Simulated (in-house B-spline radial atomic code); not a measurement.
RPA and G0W0 on r2SCAN0: neutral silver

Configuration [Kr] 4d10 5s1, highest spin, mean-field start r2SCAN0. Computed with a B-spline radial code for spherical atoms: all electrons, scalar-relativistic (spin-free one-electron X2C), finite nucleus, each spin shell either full or empty, empty states to l = 9 with an (l + 1/2)⁻⁴ tail; G0W0 by contour deformation at full frequency.

RPA overbinds a lone outer s electron by self-correlation, and G0W0 tends to as well.

Command:
```bash
python run_gw.py task.json out
```
Settings (radii: box in bohr, nucleus in fm):
```
Z                        47
electrons                47
configuration            [Kr] 4d10 5s1
hamiltonian              x2c
method                   r2scan0
lmax                     9
rms_radius               4.5454
spin_polarised           True
box_radius               40
intervals                72
ion_configuration        [Kr] 4d10
```

Time taken, with all properties: 7.9 s on 1 thread of Intel(R) Xeon(R) Platinum 8488C (shared host).

Energies (hartree):

```
                                     term        value
                         mean-field total  -5315.43919
Hartree-Fock functional on these orbitals  -5312.86565
                      direct second order      -4.0915
                    second-order exchange       1.1383
                         SOSEX correction       1.0482
```

Problem. What is the RPA correlation energy, and what remains with SOSEX?

Solution. RPA gives -3.5467 hartree (-2.05 eV per electron); RPA + SOSEX gives -2.4984, and the second-order doubles -2.9532 hartree (no singles). RPA lacks exchange-type terms and so overcorrelates at short range.

Quasi-particle levels (eV):

| level | occupied | mean field | Σx - vxc | Σc | QP weight | G0W0 |
| --- | --- | --- | --- | --- | --- | --- |
| 5s up | yes | -5.538 | -1.07 | ? | ? | ? |
| 5s down | no | -2.576 | 3.50 | -2.10 | 0.913 | -1.169 |

G0W0 = mean field + (Σx - vxc) + Σc, with Σc (partial-wave tail included) taken at the quasi-particle energy. Only the outer levels were computed. Levels of low weight are left out.

Problem. Where does G0W0 put 5s up?

Solution. At -7.897 eV, with Σc = -1.28 eV and a quasi-particle weight of 0.924. The tabulated removal energy is 7.576 eV (NIST, measured); the calculation leaves out spin-orbit coupling, Breit and QED terms, and what these don't explain is the method's own error.

Problem. What does it cost to remove one electron (to [Kr] 4d10) by differences of total energies, each species on its own start (correlation terms add to the Hartree-Fock functional)?

Solution. r2SCAN0 7.586 eV, Hartree-Fock functional 6.248 eV, + RPA 7.902 eV, + RPA + SOSEX 7.305 eV, + second order 8.364 eV. Tabulated: 7.576 eV (NIST, measured); the calculation leaves out spin-orbit coupling, Breit and QED terms, and what these don't explain is the method's own error.
